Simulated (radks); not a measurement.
Values are calculated unless marked as measured or tabulated.
Polarisability of the arsenic ion As2+, [Ar] 3d10 4s2 4p1, at imaginary frequency. Code: a radial shooting solver on a logarithmic mesh with Libxc functionals. Model: scalar-relativistic Kohn-Sham, PBE, spin-polarised, spherical densities, finite nucleus; open shells are filled with parallel spins first; Fermi nuclear charge, rms radius 4.0968 fm. Response by self-consistent Sternheimer equations with the Hartree and adiabatic LDA kernel, the relativistic mass of each level held fixed and spin-orbit coupling left out.

w (hartree)  alpha1(iw) (bohr^3)
0.00266                    10.01
0.0143                     9.999
0.0360                     9.961
0.0697                     9.840
0.118                      9.545
0.186                      8.942
0.280                      7.899
0.413                      6.396
0.605                      4.649
0.892                      3.032
1.35                       1.812
2.12                       1.013
3.59                      0.5228
6.94                      0.2218
17.5                     0.05521

Static values: alpha1 = 10.01 bohr^3 (1.483 angstrom^3; uncoupled 16.27). C6 = 43.95, triple-dipole C9 = 314.7 atomic units. One-pole (London) frequency 4 C6 / (3 alpha1^2) = 0.585 hartree, against 0.852 for minus the highest occupied eigenvalue.
